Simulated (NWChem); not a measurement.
CaCl cation; SMILES [Cl][Ca+]

Program: NWChem. Geometry: optimised at PBE0/def2-SVP. Vertical excitations in the gas phase; the lowest state need not have the same character in each row.

For level LDA (Slater exchange, VWN5)/def2-SVPD, full TDDFT:

| Property | Result |
|---|---|
| lowest excitation, singlet (eV) | 4.11 |
| orbital gap (eV) | 4.12 |

What are these values for level PBE/def2-SVPD, full TDDFT?

The lowest excitation, singlet (eV) is 3.93 and the orbital gap (eV) is 3.93.
